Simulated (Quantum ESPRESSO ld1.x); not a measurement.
Values are calculated unless marked as measured or tabulated.
Fractional charge and spin in the 5p shell of platinum: the spin-up occupation runs from 2 to 3 and the spin-down occupation from 2 to 3; the fullest corner is Pt3+, [Kr] 4d10 4f14 5s2 5d(up 3.5, down 3.5) 5p(up 3, down 3). Code: ld1.x of Quantum ESPRESSO 7.5. Model: scalar-relativistic Kohn-Sham, LDA (Slater exchange, VWN5 correlation), spin-polarised, spherical densities, point nucleus. Energy (eV) minus the two flat planes that join the four corners (they meet along the diagonal where the two added fractions sum to one electron); zero is where a piecewise linear energy would lie.

\begin{tabular}{lrrr}
down \ up & 2 & 2.5 & 3 \\ \hline
2 & 0.000 & -2.187 & 0.000 \\
2.5 & -2.187 & 0.218 & -2.068 \\
3 & 0.000 & -2.068 & 0.000 \\
\end{tabular}

Corners above the fullest one (they belong to Pt4+ and the next ion): (up 3, down 2) 99.265 eV, (up 2, down 3) 99.265 eV, (up 2, down 2) 216.43 eV. With half an added electron in each spin the energy lies 0.218 eV from the planes, and with half an added electron in spin up alone -2.187 eV. The planes are only a guide here: the flat-plane condition holds for ground states with one frontier orbital, while this shell lies below other occupied shells, so the corners above the fullest one are inner-hole states and not the ground states of those ions.
